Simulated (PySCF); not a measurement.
C₃H₇NSi₂, SMILES C=C1N=C[SiH2][SiH2]1. Coordinates come from a PBE-D3(BJ)/def2-SVP optimisation. The structure was generated by enumeration, and PubChem lists no compound with its InChIKey, so it may never have been made.

Computed equilibrium geometry at PBE-D3(BJ)/def2-SVP (PySCF confirms it by a frequency run) as bond lengths and angles:
Atoms: C1 C2 N3 C4 Si5 Si6 H7 H8 H9 H10 H11 H12 H13. Bonded distances (Å): C1–C2 1.356, C1–H7 1.101, C1–H8 1.103, C2–N3 1.412, C2–Si6 1.933, N3–C4 1.294, C4–Si5 1.934, C4–H9 1.111, Si5–Si6 2.332, Si5–H10 1.505, Si5–H11 1.505, Si6–H12 1.504, Si6–H13 1.504. Bond angles (°): C2–C1–H7 121.8, C2–C1–H8 119.7, H7–C1–H8 118.5, C1–C2–N3 118.0, C1–C2–Si6 124.4, N3–C2–Si6 117.6, C2–N3–C4 120.2, N3–C4–Si5 121.7, N3–C4–H9 116.1, Si5–C4–H9 122.2, C4–Si5–Si6 89.6, C4–Si5–H10 111.2, C4–Si5–H11 111.2, Si6–Si5–H10 117.4, Si6–Si5–H11 117.4, H10–Si5–H11 108.7, C2–Si6–Si5 90.9, C2–Si6–H12 112.0, C2–Si6–H13 112.1, Si5–Si6–H12 115.7, Si5–Si6–H13 115.8, H12–Si6–H13 109.3.
Charge 0, spin multiplicity 1.
